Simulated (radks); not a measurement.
Spherical jellium clusters: N electrons in a uniform positive sphere of charge N and radius rs N^(1/3), rs = 2.99 bohr. Method: non-relativistic Kohn-Sham, PBE, spin-polarised, spherical densities; computed with a radial shooting solver with Libxc functionals. Levels are named by radial order and angular momentum (1s, 1p, 1d, 2s, ...), and open shells are averaged over m.

N = 10, configuration 1s2 1p6 1d(up 2, down 0). This is the lowest configuration that the search found. Occupied and some empty levels:

level    occupation  eigenvalue (eV)  <r> (bohr)
1s up             1          -6.7070       4.298
1s down           1          -6.5558       4.073
1p up             3          -4.8001       5.264
1p down           3          -4.4391       5.133
1d up             2          -2.5648       6.202
1d down           0          -2.0993       6.190
2s up             0          -1.9688       6.361
2s down           0          -1.7481       6.384
1f up             0         -0.31986       7.989

Energy (eV): total -14.8876, kinetic 28.655, external -487.58, Hartree 235.55, exchange-correlation -44.962, background 253.45.
